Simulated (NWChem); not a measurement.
System: CH3N2S, doublet; SMILES [NH]C(N)=S

The following NWChem deck was run.

```
start job
memory heap 200 mb stack 900 mb global 1100 mb
geometry units angstroms noautosym nocenter noautoz
  N      1.224426    -0.999962    -0.143466
  C      0.067456    -0.423924     0.026675
  N     -1.065492    -1.153014     0.099605
  S      0.020455     1.295328    -0.037495
  H      1.993863    -0.377813     0.111806
  H     -0.990445    -2.152532    -0.045133
  H     -1.954812    -0.702578    -0.062404
end
basis spherical
  N library iglo-ii
  C library iglo-ii
  S library iglo-ii
  H library iglo-ii
end
dft
  odft
  mult 2
  xc pbe0
  iterations 150
end
property
  hyperfine
end
task dft property
```

Structure relaxed at the PBE0/def2-SVP, spin-unrestricted level. No stability test was run on the SCF state.

Fermi-contact couplings, non-relativistic, static geometry.

Atoms are numbered as in the input.

Question: What results follow from this input? (PBE0/IGLO-II, spin-unrestricted, contact and dipolar terms.) Quantities: A(iso) 14N atom 1 (MHz); A(iso) 13C atom 2 (MHz); A(iso) 14N atom 3 (MHz); A(iso) 33S atom 4 (MHz); A(iso) 1H atom 5 (MHz); A(iso) 1H atom 7 (MHz); <S²>.

Answer: 
- A(iso) 14N atom 1 (MHz) = 8.8
- A(iso) 13C atom 2 (MHz) = -31.1
- A(iso) 14N atom 3 (MHz) = -7.6
- A(iso) 33S atom 4 (MHz) = 7.4
- A(iso) 1H atom 5 (MHz) = -9.1
- A(iso) 1H atom 7 (MHz) = 2.3
- <S²> = 0.768
